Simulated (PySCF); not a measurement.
Geometry:
| atom | x (Å) | y (Å) | z (Å) |
| --- | --- | --- | --- |
| C1 | -3.240 | 0.175 | 0.446 |
| C2 | -1.751 | 0.141 | 0.412 |
| S3 | -0.821 | 0.455 | 1.721 |
| Si4 | -0.796 | -0.268 | -1.182 |
| Si5 | 0.641 | 1.570 | -1.451 |
| Si6 | 2.253 | 1.291 | 0.251 |
| Si7 | 2.238 | -0.993 | 0.830 |
| Si8 | 0.627 | -2.027 | -0.550 |
| H9 | -3.644 | -0.800 | 0.125 |
| H10 | -3.623 | 0.425 | 1.446 |
| H11 | -3.612 | 0.911 | -0.288 |
| H12 | -1.723 | -0.550 | -2.326 |
| H13 | 1.294 | 1.511 | -2.798 |
| H14 | -0.116 | 2.857 | -1.340 |
| H15 | 3.596 | 1.679 | -0.295 |
| H16 | 1.965 | 2.173 | 1.422 |
| H17 | 1.937 | -1.209 | 2.277 |
| H18 | 3.577 | -1.609 | 0.543 |
| H19 | -0.139 | -3.111 | 0.143 |
| H20 | 1.285 | -2.605 | -1.765 |

Geometry: PBE0-D3(BJ)/def2-SVP; GIAO shifts from PySCF, gas phase, non-relativistic, averaged over equivalent atoms.

At KT3/pcSseg-1 (238 basis functions, 3.3 min wall time on 1 thread of an Intel Xeon, shared host):
```
     atoms  δ (ppm)
        C2    295.2
        C1     50.5
        S3   1022.1
       Si4    -50.3
   Si5/Si8    -83.3
   Si6/Si7   -101.6
       H12     5.03
   H15/H18     3.77
   H16/H17     3.72
   H14/H19     3.51
   H13/H20     3.44
H9/H10/H11     3.35
```

δ = σ(ref) − σ, references computed at the same level: 13C (182.31 ppm) and 29Si (365.51 ppm) and 1H (31.32 ppm) against TMS; CS2 for 33S (516.28 ppm).

Predict the values at PBE0/pcSseg-1 on the same geometry.

## Answers


```json
{"atoms": "C2", "δ at PBE0/pcSseg-1": "332.5", "change": "+37.3"}
{"atoms": "C1", "δ at PBE0/pcSseg-1": "52.5", "change": "+2.0"}
{"atoms": "S3", "δ at PBE0/pcSseg-1": "1155.9", "change": "+133.8"}
{"atoms": "Si4", "δ at PBE0/pcSseg-1": "-50.2", "change": "+0.1"}
{"atoms": "Si5/Si8", "δ at PBE0/pcSseg-1": "-90.3", "change": "-7.0"}
{"atoms": "Si6/Si7", "δ at PBE0/pcSseg-1": "-106.7", "change": "-5.1"}
{"atoms": "H12", "δ at PBE0/pcSseg-1": "5.06", "change": "+0.03"}
{"atoms": "H15/H18", "δ at PBE0/pcSseg-1": "3.82", "change": "+0.05"}
{"atoms": "H16/H17", "δ at PBE0/pcSseg-1": "3.82", "change": "+0.10"}
{"atoms": "H14/H19", "δ at PBE0/pcSseg-1": "3.55", "change": "+0.04"}
{"atoms": "H13/H20", "δ at PBE0/pcSseg-1": "3.49", "change": "+0.05"}
{"atoms": "H9/H10/H11", "δ at PBE0/pcSseg-1": "3.44", "change": "+0.09"}
```

Referencing at the same level of theory: TMS for 13C (184.41 ppm) and 29Si (351.99 ppm) and 1H (31.27 ppm); 33S (495.66 ppm) vs CS2.

The largest change is at S3 (thione sulfur). Cost: 238 basis functions, 2.7 min wall time on 1 thread of an Intel Xeon, shared host.
